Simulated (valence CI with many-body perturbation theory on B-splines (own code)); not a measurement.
The numbers below are computed, except where a source is named.
As⁺: input, log and results

The program does CI of the valence electrons with many-body perturbation theory for a frozen closed Dirac-Fock core.

Command, and the settings that its task file holds:

```sh
python run_cv.py task.json out
```

```
atom As  Z=33  mass_number=75  rms_radius_fm=4.0968
core [Ar] 3d10 4s1
valence 4s2 4p2
avg = 1
basis = S
breit = 1
cap = 10000
capref = 1200
cscale = 1
de = 0.0
dress = 0
eps = 2e-08
h = 0.27
hh = 1
l2 = 3
lcore = 6
maxit = 60
n2 = 5
natural = 1
nlev = 20
nno = [3, 3, 3, 2, 1]
nroot = 26
nsp = [3, 3, 2, 1, 0]
pt2 = 1
qed = 1
rpa = 1
s1 = 1
s2 = 1
s3 = 1
screen = 1
tol = 2e-05
```

Q: What became of the run, and why?

A: It gave no result: the perturbation theory needs a core of closed shells. The program said: "the core must hold closed shells only".
